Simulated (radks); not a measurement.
Effect of the nuclear size on neutral cadmium, [Kr] 4d10 5s2. Calculated with a radial shooting solver on a logarithmic mesh with Libxc functionals: Dirac Kohn-Sham, BLYP, spin-unpolarised, spherical densities, finite nucleus; Fermi nuclear charge, rms radius 4.6087 fm. The rms radius is varied about that value; shifts are against it.

| rms radius (fm) | total energy shift (eV) | density at nucleus (e/bohr^3) | 1s1/2 shift (meV) | 2s1/2 shift (meV) | 3p1/2 shift (meV) | 4s1/2 shift (meV) | 4p1/2 shift (meV) | 5s1/2 shift (meV) |
|---|---|---|---|---|---|---|---|---|
| 4.0741 | -0.709 | 1.624e+05 | -298 | -33.6 | 0.407 | -1.17 | 0.113 | -0.054 |
| 4.3368 | -0.370 | 1.61e+05 | -156 | -17.5 | 0.212 | -0.611 | 0.059 | -0.028 |
| 4.6087 | 0 | 1.596e+05 | 0.000 | 0.000 | 0.000 | 0.000 | 0.000 | 0.000 |
| 4.9313 | 0.464 | 1.581e+05 | 195 | 22.0 | -0.266 | 0.766 | -0.074 | 0.035 |
| 5.3599 | 1.12 | 1.562e+05 | 472 | 53.1 | -0.644 | 1.85 | -0.178 | 0.086 |

Slopes of the eigenvalues against <r^2> in GHz/fm^2, as finite differences over the two radii next to the reference (eigenvalue slopes, not the field-shift constants of lines): 1s1/2 15400, 2s1/2 1730, 3p1/2 -21.0, 4s1/2 60.4, 4p1/2 -5.82, 5s1/2 2.80.
